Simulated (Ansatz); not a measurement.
FeO₃. Charge 0, multiplicity 1. Geometry relaxed at PBE0-D4/def2-TZVP.

```xyz
4

Fe    0.580   -0.200   -0.423
O    -1.654    0.570    1.207
O    -0.687    0.237    0.502
O     1.761   -0.608   -1.286
```

The structure holds one bond between oxygen atoms, so isomers without such links may lie far lower. The restricted singlet is unstable towards broken spin symmetry at other levels; at PBE0-D4/def2-TZVP this wasn't settled. At PBE0-D4/def2-TZVP a triplet of charge 0 lies 2.20 eV below the restricted singlet, each at its own geometry. The structure comes from a short search, and lower isomers may exist.

Q: Estimate the harmonic wavenumbers at RKS PBE0-D4/def2-TZVP (Ansatz, unscaled). Is this a minimum?

A: 99, 99, 477, 477, 636, 1139, 1515 cm⁻¹. Yes, no mode is imaginary beyond noise. Zero-point energy 26.6 kJ/mol. Run time 65 s (4 threads of Intel Xeon on a shared host).
